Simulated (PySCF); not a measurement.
Correlation energy of Nd⁺ (neodymium, charge +1)

[Xe] 4f4 6s1, one real determinant. Computed with PySCF 2.14 in cc-pVDZ-X2C, with scalar relativity by spin-free X2C-1e. Frozen: [Kr] 4d10; 13 electrons correlated.

```csv
level,correlation energy (mhartree)
CCSD,-329.42
(T),-14.21
CCSD(T),-343.63
```

Diagnostics: T1 = 0.014, D1 = 0.0449, largest double amplitude 0.112.

The real determinant used has ⟨L²⟩ near 34 against 42 for a pure I term, so it mixes terms. Spin-orbit coupling, absent here, splits the open shell strongly.

Cost of the coupled-cluster step: roughly 24 core-seconds, for 13 correlated electrons.

Iterations:

```
CC2 = 0
CCSD nocc = (np.int64(9), np.int64(4)), nmo = (61, 61)
frozen orbitals [[0, 1, 2, 3, 4, 5, 6, 7, 8, 9, 10, 11, 12, 13, 14, 15, 16, 17, 18, 19, 20, 21, 22], [0, 1, 2, 3, 4, 5, 6, 7, 8, 9, 10, 11, 12, 13, 14, 15, 16, 17, 18, 19, 20, 21, 22]]
max_cycle = 100
direct = 0
conv_tol = 1e-08
conv_tol_normt = 1e-06
diis_space = 8
diis_start_cycle = 0
Init t2, MP2 energy = -0.313266228691141
Init E_corr(UCCSD) = -0.31326622869205
cycle = 1  E_corr(UCCSD) = -0.31549788657714  dE = -0.00223165789  norm(t1,t2) = 0.0674538
cycle = 2  E_corr(UCCSD) = -0.323512457249033  dE = -0.00801457067  norm(t1,t2) = 0.0234726
cycle = 3  E_corr(UCCSD) = -0.325424268370415  dE = -0.00191181112  norm(t1,t2) = 0.0149714
cycle = 4  E_corr(UCCSD) = -0.326790516536652  dE = -0.00136624817  norm(t1,t2) = 0.0100501
cycle = 5  E_corr(UCCSD) = -0.327366098855362  dE = -0.000575582319  norm(t1,t2) = 0.00845295
cycle = 6  E_corr(UCCSD) = -0.328186086282455  dE = -0.000819987427  norm(t1,t2) = 0.00630317
cycle = 7  E_corr(UCCSD) = -0.329296196180568  dE = -0.0011101099  norm(t1,t2) = 0.00379398
cycle = 8  E_corr(UCCSD) = -0.329367003185401  dE = -7.08070048e-05  norm(t1,t2) = 0.0014151
cycle = 9  E_corr(UCCSD) = -0.32937619483644  dE = -9.19165104e-06  norm(t1,t2) = 0.000782847
cycle = 10  E_corr(UCCSD) = -0.32939595920166  dE = -1.97643652e-05  norm(t1,t2) = 0.000615237
cycle = 11  E_corr(UCCSD) = -0.329423437769058  dE = -2.74785674e-05  norm(t1,t2) = 0.000513342
cycle = 12  E_corr(UCCSD) = -0.329423533914872  dE = -9.61458136e-08  norm(t1,t2) = 0.00031044
cycle = 13  E_corr(UCCSD) = -0.329423226859008  dE = 3.07055863e-07  norm(t1,t2) = 0.000136255
cycle = 14  E_corr(UCCSD) = -0.329422605358716  dE = 6.21500292e-07  norm(t1,t2) = 6.45404e-05
cycle = 15  E_corr(UCCSD) = -0.329423418759089  dE = -8.13400373e-07  norm(t1,t2) = 3.54783e-05
cycle = 16  E_corr(UCCSD) = -0.329424177250596  dE = -7.58491507e-07  norm(t1,t2) = 1.88558e-05
cycle = 17  E_corr(UCCSD) = -0.329424034138841  dE = 1.43111755e-07  norm(t1,t2) = 1.10508e-05
cycle = 18  E_corr(UCCSD) = -0.32942403562108  dE = -1.48223855e-09  norm(t1,t2) = 7.22823e-06
cycle = 19  E_corr(UCCSD) = -0.329424037620063  dE = -1.99898303e-09  norm(t1,t2) = 4.98669e-06
cycle = 20  E_corr(UCCSD) = -0.329424181873346  dE = -1.44253283e-07  norm(t1,t2) = 3.3327e-06
cycle = 21  E_corr(UCCSD) = -0.329424446713539  dE = -2.64840194e-07  norm(t1,t2) = 2.44298e-06
cycle = 22  E_corr(UCCSD) = -0.329424553346991  dE = -1.06633451e-07  norm(t1,t2) = 1.61493e-06
cycle = 23  E_corr(UCCSD) = -0.329424648113682  dE = -9.47666914e-08  norm(t1,t2) = 1.28196e-06
cycle = 24  E_corr(UCCSD) = -0.32942476412507  dE = -1.16011388e-07  norm(t1,t2) = 9.93345e-07
cycle = 25  E_corr(UCCSD) = -0.329424838213727  dE = -7.40886568e-08  norm(t1,t2) = 6.29305e-07
cycle = 26  E_corr(UCCSD) = -0.32942488675544  dE = -4.85417126e-08  norm(t1,t2) = 3.88098e-07
cycle = 27  E_corr(UCCSD) = -0.32942489471746  dE = -7.96202032e-09  norm(t1,t2) = 2.46118e-07
UCCSD converged
E(UCCSD) = -9619.770006064929  E_corr = -0.3294248947174599
UCCSD(T) correction = -0.0142086635629182
```

The reference is one real determinant that mixes LS terms of this configuration.
